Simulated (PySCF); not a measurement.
# Mayer bond orders and bond lengths

Species: C7H14N3 (charge +1).
Atom-mapped SMILES: `[CH3:1][n+:2]1[cH:3][cH:4][n:5]([C:6]([CH3:7])([CH3:8])[CH3:9])[n:10]1` (hydrogens: H11, H12, H13 on C1; H14 on C3; H15 on C4; H16, H17, H18 on C7; H19, H20, H21 on C8; H22, H23, H24 on C9)

Geometry (GFN2-xTB, Å), atoms numbered from 1 in this order:
```xyz
24
C7H14N3 angstrom
C      3.4599   -0.3451    0.2207
N      2.1669    0.1919   -0.0843
C      1.8710    1.3618   -0.6840
C      0.4984    1.4082   -0.7332
N      0.0778    0.2640   -0.1600
C     -1.2904   -0.2134    0.0893
C     -1.4847   -0.2171    1.6066
C     -2.2896    0.7118   -0.5917
C     -1.3860   -1.6306   -0.4738
N      1.0865   -0.4554    0.2248
H      4.0911   -0.3393   -0.6677
H      3.3313   -1.3657    0.5759
H      3.9430    0.2490    0.9982
H      2.6106    2.0571   -1.0235
H     -0.1517    2.1591   -1.1290
H     -2.4819   -0.5757    1.8418
H     -0.7615   -0.8746    2.0824
H     -1.3782    0.7851    2.0168
H     -2.1174    0.7617   -1.6645
H     -3.2900    0.3179   -0.4367
H     -2.2628    1.7134   -0.1697
H     -0.6495   -2.2788   -0.0079
H     -1.2308   -1.6326   -1.5502
H     -2.3739   -2.0330   -0.2728
```

Bond orders from the PBE0/pcSseg-1 density (PySCF). Isolated species at its GFN2-xTB geometry, gas phase.

How far do the computed orders between heavy atoms stray from the drawn ones?

The largest departure is 0.337, at N2–C3 (drawn aromatic, 1.163), counting aromatic bonds as 1.5. Drawn single, order below 0.88: C1–N2 (0.870) and N5–C6 (0.720). The bonds drawn aromatic range from 1.16 to 1.46. The SMILES, with its formal charges, is one Lewis structure only.

Set the Mayer orders of the bonds between heavy atoms beside their lengths.

```csv
bond,drawn as,length (Å),Mayer order
C1–N2,single,1.433,0.870
N2–C3,aromatic,1.348,1.163
C3–C4,aromatic,1.374,1.463
C4–N5,aromatic,1.347,1.196
N5–C6,single,1.470,0.720
C6–C7,single,1.530,1.012
C6–C8,single,1.522,1.047
C6–C9,single,1.528,1.018
N5–N10,aromatic,1.297,1.269
N10–N2,aromatic,1.297,1.263
```

By pair of heavy elements: C–N: lowest N5–C6 (0.720, 1.470 Å), highest C4–N5 (1.196, 1.347 Å). C–C: lowest C6–C7 (1.012, 1.530 Å), highest C3–C4 (1.463, 1.374 Å). N–N: all 2 within 0.02 of one another (1.263 to 1.269).

And the bonds to hydrogen?

C–H: 0.94 to 0.96 (14 bonds).

Sum the orders of all bonds at each heavy atom with more than one neighbour and set the sums beside the valence in the SMILES.

C1 3.705 (drawn 4), N2 3.296 (drawn 4), C3 3.589 (drawn 4), C4 3.621 (drawn 4), N5 3.185 (drawn 3), C6 3.797 (drawn 4), C7 3.861 (drawn 4), C8 3.878 (drawn 4), C9 3.865 (drawn 4), N10 2.532 (drawn 3). Orders between atoms that aren't bonded are not in these sums.

Mayer orders depend on the basis set.
